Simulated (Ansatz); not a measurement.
C$_{2}$H$_{8}$OSi$_{2}$ (`C=C[SiH2][SiH2]O`), relaxed with RKS PBE-D4/def2-SVP in Ansatz from a rough embedded geometry. The force threshold is 0.03 eV/Å; the program also tests the step.

The species carries charge 0 and has multiplicity 1.

Start:

```xyz
13

C    -2.167   -0.514    1.516
C    -0.892   -0.170    1.214
Si    0.239   -0.956    0.013
Si    1.222    0.582   -1.425
O     1.992    1.785   -0.560
H    -2.615   -1.401    1.047
H    -2.773    0.049    2.240
H    -0.494    0.706    1.690
H    -0.510   -2.035   -0.781
H     1.276   -1.723    0.729
H     0.193    1.222   -2.278
H     2.255   -0.099   -2.301
H     2.274    2.553   -1.104
```

Q: How much energy does the relaxation release, and in how many steps? (Estimate.)

A: Computed: 15.76 kJ/mol, in 6 steps, 1 of them rejected.

Q: Which bonds change most? (Estimate.)

A: Ansatz gave: C2–Si3 from 1.828 to 1.879 Å; Si3–H10 from 1.475 to 1.509 Å; C2–H8 from 1.074 to 1.107 Å; Si4–H11 from 1.481 to 1.513 Å.

Q: Give the relaxed structure. (Estimate.)

A: Ansatz gave: 
```xyz
13

C    -2.134   -0.435    1.435
C    -0.825   -0.158    1.267
Si    0.291   -1.029    0.031
Si    1.167    0.552   -1.473
O     1.812    1.754   -0.471
H    -2.642   -1.227    0.857
H    -2.759    0.116    2.160
H    -0.372    0.652    1.869
H    -0.497   -2.076   -0.715
H     1.444   -1.703    0.732
H     0.085    1.099   -2.378
H     2.219   -0.054   -2.377
H     2.211    2.510   -0.937
```
